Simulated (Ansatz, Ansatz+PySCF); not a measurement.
```xyz
2

K    -0.0006    0.0057   -1.2617
Cl   -0.0090   -0.0043    1.4017
```

Basis set: def2-SVP (spherical functions). Correlated methods keep 10 orbitals frozen. Charge 0, multiplicity 1.

Computed with Ansatz (development build ahead of 0.2.0); each method stands on the lowest determinant of its kind that the runs found. Restricted open shells among the atoms or ions are ROHF, correlated in semicanonical orbitals with singles.

The atomization energy at this shape (free ground-state atoms in the same class of orbitals less the molecule, no zero-point energy) of singlet KCl:

```csv
method,atomization energy
RHF-CCSD(T),3.63 eV
RHF-CCSD,3.61 eV
RHF,3.18 eV
UHF,3.07 eV
```

What does RHF-MP2 give?

3.73 eV.
